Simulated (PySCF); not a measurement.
**Relaxation of triplet ZnSe2**

Computed with PySCF, UPBE0, basis Zn def2-SVP, Se def2-SVP (no relativity, density fitting). A (50,194) grid was used.

A hand-made end-on start, of Cs symmetry, held to at least that symmetry:

```xyz
3
charge 0 multiplicity 3, angstrom
Zn   -0.7271    0.0000   -2.1395
Se   -0.7271    0.0000    0.2707
Se    1.3087    0.0000    1.4407
```

**Question.** What forces act on the atoms at the start (eV/Å)?

**Answer.** 
```tsv
atom	Fx	Fy	Fz
Zn1	0.22	0.00	-0.48
Se2	1.01	0.00	1.46
Se3	-1.23	0.00	-0.98
```

**Question.** What does it relax to?

**Answer.** It ends at C2v with Se–Se 2.307 Å, Zn–Se 2.513 Å (×2); Se–Se–Zn 62.7° (×2), Se–Zn–Se 54.6° (after a last refinement on a finer grid). A frequency run shows a minimum. Other isomers or separated fragments may lie lower.

**Question.** How much energy is released, and in how many steps?

**Answer.** 36.9 kJ/mol in 15 steps.

The relaxation took 98 s on 2 threads of a shared Arm Neoverse V1 host, with 95 basis functions and 17 gradients; the process peaked at 0.58 GiB. Launch command: `OMP_NUM_THREADS=2 python axn.py task.json out`.
